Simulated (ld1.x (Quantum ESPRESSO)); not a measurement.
# Ag, ultrasoft: configuration errors across variants

- Element: silver
- Generator: ld1.x (Quantum ESPRESSO) 7.5
- Type: ultrasoft
- Functional: PW91
- Relativity: scalar-relativistic
- Frozen core: [Kr]
- Valence charge: 11
- Reference configuration: 4d10 5s1 5p0
- Partial waves: 5s (bound): rcut 2.45, rcutus 2.80 bohr; 5s channel at 4.6 Ry: rcut 2.45, rcutus 2.80 bohr; 5p (bound, empty): rcut 2.75, rcutus 3.45 bohr; 5p channel at 3.05 Ry: rcut 2.75, rcutus 3.45 bohr; 4d (bound): rcut 1.50, rcutus 1.95 bohr; 4d channel at 2.85 Ry: rcut 1.50, rcutus 1.95 bohr; 4f channel at 0.45 Ry: rcut 2.35, rcutus 3.25 bohr; 4f channel at 2.1 Ry: rcut 2.35, rcutus 3.25 bohr
- Local potential: all-electron potential smoothed inside 3.10 bohr (lloc = -2)
- Core correction: Bessel-smoothed model core, default radius (core density twice the valence density)
- Augmentation charge: PSQ, inside the norm-conserving radii

All-electron excitation energies from the reference (eV): (1) 4d10 5s0 5p0 7.825; (2) 4d9 5s0 5p0 30.019; (3) 4d8 5s0 5p0 66.295; (4) 4d9 5s2 5p0 4.072; (5) 4d9 5s1 5p1 8.599; (6) 4d10 5s0.5 5p0 3.047; (7) 4d10 5s0 5p1 3.904.

2 further variants failed, have other tests or too few solved ones, and are left out.

A true bound ghost makes a file unfit for plane-wave use even where its test errors are small: the radial tests pick states by their node count and pass the ghost by.

Errors AE − PS in meV (a dash: test not solved or not reliable):

```tsv
change	(1)	(2)	(3)	(4)	(5)	(6)	(7)	bound ghosts
base	-19	-68	-275	-82	-89	-3.2	-3.1	none
waves 5s (bound): rcut 2.26, rcutus 2.40 bohr; 5s channel at 4.6 Ry: rcut 2.26, rcutus 2.40 bohr	-11	-73	-303	-36	-72	-2.4	-0.6	none
waves 5s (bound): rcut 2.45, rcutus 2.60 bohr; 5s channel at 4.6 Ry: rcut 2.45, rcutus 2.60 bohr	-16	-73	-295	–	–	–	–	none
waves 5s (bound): rcut 2.45, rcutus 2.84 bohr; 5s channel at 4.6 Ry: rcut 2.45, rcutus 2.84 bohr	-20	-66	-269	-20	-47	-4.4	-3.4	none
waves 5s (bound): rcut 2.45, rcutus 3.38 bohr; 5s channel at 4.6 Ry: rcut 2.45, rcutus 3.38 bohr	-26	-56	-236	-83	-67	-3.4	-5.0	none
waves 5s (bound): rcut 2.45, rcutus 3.74 bohr; 5s channel at 4.6 Ry: rcut 2.45, rcutus 3.74 bohr	-28	-52	-222	-109	-74	-0.1	-5.8	none
waves 5s (bound): rcut 2.45, rcutus 3.86 bohr; 5s channel at 4.6 Ry: rcut 2.45, rcutus 3.86 bohr	-28	-51	-219	-131	-103	–	–	none
waves 5s (bound): rcut 2.45, rcutus 4.28 bohr; 5s channel at 4.6 Ry: rcut 2.45, rcutus 4.28 bohr	-30	-48	-210	-188	-228	-53	-6.5	s
```

Question: Give the same row for: waves 5s (bound): rcut 2.45, rcutus 3.12 bohr; 5s channel at 4.6 Ry: rcut 2.45, rcutus 3.12 bohr.

Answer: -24, -60, -249, -78, -72, -3.9, -4.4; bound ghosts: none.
